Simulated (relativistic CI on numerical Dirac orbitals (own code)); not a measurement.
**L2,3 absorption of manganese in several valence states**

Computed multiplet spectra 2p⁶3dⁿ → 2p⁵3dⁿ⁺¹ (Dirac-Coulomb-Breit ions, Slater integrals scaled by 0.7, an assumed crystal field that grows with the charge, no charge transfer; 300 K; Lorentzian 0.4 eV and Gaussian 0.3 eV FWHM at both edges, so that L2 comes out sharper than in experiment). Peaks over 5 % are given in eV from the highest peak in the L3 region of each spectrum (height, largest 100). S of the lowest state is read from ⟨S²⟩, and the branching ratio is the share of L3, cut at the minimum between the edges.

Field parameters in Wybourne normalisation: Oh B⁴₀ = 21Dq, B⁴₄ = √(5/14) B⁴₀. The field is a parameter set, without covalency.

- Mn²⁺ (d5, Oh, 10Dq = 13800 cm⁻¹): S = 2.50, high spin, branching ratio 0.75; peaks -1.7 (39), 0.0 (100), 1.1 (26), 2.8 (8), 3.7 (5), 9.1 (15), 10.9 (21), 11.9 (16)
- Mn⁴⁺ (d3, Oh, 10Dq = 21850 cm⁻¹): S = 1.50, branching ratio 0.60; peaks -3.1 (30), -1.7 (54), 0.0 (95), 1.0 (82), 3.4 (13), 4.8 (7), 8.0 (41), 9.0 (100), 10.1 (38), 11.5 (53)
- Mn⁵⁺ (d2, Oh, 10Dq = 25850 cm⁻¹): S = 1.00, branching ratio 0.61; peaks -6.1 (7), -5.6 (9), -3.8 (29), -2.4 (30), -2.2 (30), 0.0 (100), 4.2 (28), 4.9 (23), 6.6 (16), 8.0 (37), 8.7 (63), 10.2 (63), 11.2 (57)

Problem. What spin state follows for Mn³⁺ in Oh, 10Dq = 17800 cm⁻¹, and does its branching ratio lie nearer 2/3 or nearer 0.8?

Solution. Mn³⁺ (d4, Oh, 10Dq = 17800 cm⁻¹): S = 1.95, high spin, branching ratio 0.68; peaks -2.0 (57), 0.0 (100), 1.1 (59), 7.0 (14), 8.2 (39), 8.9 (22), 10.1 (24), 11.2 (28), 12.3 (13). High-spin states, above all those with an unquenched orbital moment, raise the ratio above the statistical 2/3; low spin and nearly empty shells keep it near or below 2/3.

The centroid of the whole edge, which also moves with the branching ratio, lies at 645.1 (Mn²⁺), 648.2 (Mn³⁺), 652.7 (Mn⁴⁺), 657.2 (Mn⁵⁺) eV in this ionic model, in steps of 3.1 to 4.5 eV. Compounds show about 1 to 2 eV a unit and lower energies for the high valences, since ligands screen the charge. The multiplet shape follows the d count and the spin state, and so serves as a fingerprint of valence.
